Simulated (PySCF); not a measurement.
**Structure from NMR data**

The spectra below were simulated for a compound C₅H₈OSi.

¹H NMR (300 MHz, computed): δ 6.14 (m, 1H), 6.12 (m, 1H), 5.93 (m, 1H), 5.05 (s, 2H), 3.83 (s, 3H).

¹³C{¹H} NMR (computed): δ 138.4 (CH2), 124.2 (CH), 113.6 (C), 99.8 (C), 53.1 (CH3).

Computed data (PySCF 2.14.0 with density-fitted response routines): PBE0/pcSseg-1 with gauge-including orbitals, geometry: GFN2-xTB. Single conformer, no solvent model, averaged over atoms made equivalent by symmetry, fast rotation or ring inversion, no relativistic terms.

Chemical shifts δ = σref − σ; ¹H (σ = 31.72 ppm) and ¹³C (σ = 186.93 ppm) vs TMS, all at this level.

Which candidate is it?
A. C=CC#C[SiH2]OC
B. C=CCC([SiH3])=C=O
C. C=C1C=CCO[SiH2]1
D. CC#C/C=C\O[SiH3]
E. C=C1CC=CO[SiH2]1
F. C=C1C=CO[SiH2]C1

Answers

A. 

Rings plus π bonds: 3 (no ring in the answer). 5 carbon signals for 5 carbons: no two carbons are equivalent. Carbon types of the structure: 2 × C, 1 × CH, 1 × CH2, 1 × CH3, leaving 2 H on heteroatoms. δC 138.4: terminal =CH2 carbon; the olefinic region. δC 124.2: alkene CH; an sp2 carbon of a C=C bond. δC 113.6, 99.8: alkyne carbon. δC 53.1: methyl carbon bonded to O; the inductive effect lowers its shielding. δH 6.14, 5.93: hydrogen on a terminal =CH2 carbon; attached to an sp2 carbon and in the plane of the double bond.

The others: C=C1CC=CO[SiH2]1 would give 6 signals for carbon-bound and other non-exchanging H, not 5; C=CCC([SiH3])=C=O has carbons computed at 183.4, 147.2, 121.8, 33.5, 4.4, with a different DEPT pattern; C=C1C=CO[SiH2]C1 would give 6 signals for carbon-bound and other non-exchanging H, not 5; C=C1C=CCO[SiH2]1 would give 6 signals for carbon-bound and other non-exchanging H, not 5; CC#C/C=C\O[SiH3] would give 4 signals for carbon-bound and other non-exchanging H, not 5.

Shifts are as computed. Against solution values, carbons near 30 ppm lie about +3 ppm off and those near 130 ppm about +5 ppm (rms about the fit 2.1 ppm; single classes can miss by 10 ppm). Of 1328 compounds with measured shifts, 309 miss one by over three times the rms of a fit or turn the order of signals round; such compounds aren't used in these exercises. Signals without a measured value on file couldn't be tested in this way; 1H shifts scatter by 0.2 ppm about their fit, and single ones miss by 0.5 ppm. Multiplicities follow the n + 1 count of equivalent neighbours, as no J values were calculated; m marks all less simple cases, F and P coupling included.
